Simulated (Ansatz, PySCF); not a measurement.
Complex: H2O (SMILES O) (first 3 atoms) with CHN (SMILES C#N); geometry from B3LYP-D3(BJ)/def2-TZVP, rigid monomers moved along the line of their centres of mass till H3···N5 is 2.43 Å.
(charge 0, multiplicity 1):
```tsv
atom	x (Å)	y (Å)	z (Å)
O	-0.1430	0.0652	-0.6573
H	0.7913	-0.0607	-0.8478
H	-0.2007	0.0722	0.3079
C	-0.2898	0.0803	3.8714
N	-0.1496	0.0626	2.7358
H	-0.4215	0.0968	4.9303
```

Monomers are frozen at their geometry in the pair; levels with a basis set take the counterpoise correction. Rows marked so take none.

Correlated levels freeze the cores. CBS(a, b) extrapolates the correlation energy as X⁻³ and adds the Hartree–Fock energy of set b. Rows in 6-31G* carry no dispersion term and start afresh at each structure (6-31G* with six Cartesian d functions).

Run with Ansatz (Gaussian orbitals); PySCF for 6-31G* rows. Each number belongs to the level named beside it.

Task: What is the computed interaction energy (PBE/def2-TZVPPD)?

Result: -14 kJ/mol

Ansatz is a program for electronic structure.
